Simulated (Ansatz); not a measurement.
The same group exchange along the group O, S, Se, Te.

Program: Ansatz. Geometries: PBE0-D4/def2-TZVP. ΔE: electronic, gas phase. CCSD(T)/CBS is the MP2 limit (def2-TZVPP, def2-QZVPP) plus CCSD(T) − MP2 in def2-TZVPP, frozen cores. This one scheme is used for every species. Functionals use def2-TZVPP. def2 core potentials past Kr. For Se, Te outer-core shells are correlated without core-valence functions, which leaves a few kJ/mol of doubt a bond. Scalar relativity is left out up to krypton. One conformer a species, not always the lowest.

| reaction | B2PLYP (eV) |
| --- | --- |
| `OBCl` + `BC[SiH3]` → `BC([SiH3])BCl` + H₂O | 1.23 |
| `SBCl` + `BC[SiH3]` → `BC([SiH3])BCl` + H₂S | 0.55 |
| `ClB[SeH]` + `BC[SiH3]` → `BC([SiH3])BCl` + H₂Se | 0.46 |
| `ClB[TeH]` + `BC[SiH3]` → `BC([SiH3])BCl` + H₂Te | 0.30 |

(1) Give the CCSD(T)/CBS values in the same order. (Best estimate.)

Largest T1 diagnostic: 0.014, for `ClB[TeH]`.

## Answers

(1) Ansatz gave: 1.06, 0.46, 0.41, 0.27 eV.
